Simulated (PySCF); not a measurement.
C2H6N, SMILES C[N]C, multiplicity 2. Atoms are numbered in the order given.

```xyz
9

C      1.1867     0.0000     0.1717
N      0.0000     0.0000    -0.6381
C     -1.1867     0.0000     0.1717
H      1.2142     0.8825     0.8297
H      1.2142    -0.8825     0.8297
H      2.0791     0.0000    -0.4560
H     -1.2142     0.8825     0.8297
H     -2.0791     0.0000    -0.4560
H     -1.2142    -0.8825     0.8297
```
Charge 0, spin multiplicity 2.

Geometry: ωB97X-D3(BJ)/def2-TZVP. The isomer is the one that the SMILES or the coordinates give; other isomers of the formula were not compared.

Two levels are set side by side: PBE/pcH-1 (PySCF) and B3LYP/pcH-1 (PySCF). Contact hyperfine couplings, same geometry. Differences are taken from unrounded values.

| quantity | B3LYP | PBE | PBE minus B3LYP |
|---|---|---|---|
| A(iso) of 13C, atom C1 (MHz) | -33.7 | -30.2 | 3.5 |
| A(iso) of 14N, atom N2 (MHz) | 35.0 | 24.8 | -10.2 |
| A(iso) of 13C, atom C3 (MHz) | -33.7 | -30.2 | 3.5 |
| A(iso) of 1H, atom H4 (MHz) | 116.6 | 117.6 | 1.0 |
| A(iso) of 1H, atom H5 (MHz) | 116.6 | 117.6 | 1.0 |
| A(iso) of 1H, atom H6 (MHz) | 0.2 | -0.6 | -0.8 |
| A(iso) of 1H, atom H7 (MHz) | 116.6 | 117.6 | 1.0 |
| A(iso) of 1H, atom H8 (MHz) | 0.2 | -0.6 | -0.8 |
| A(iso) of 1H, atom H9 (MHz) | 116.6 | 117.6 | 1.0 |

Rough cost on one machine, each run with all the roots and properties that it gave: B3LYP against PBE within a factor of 2.
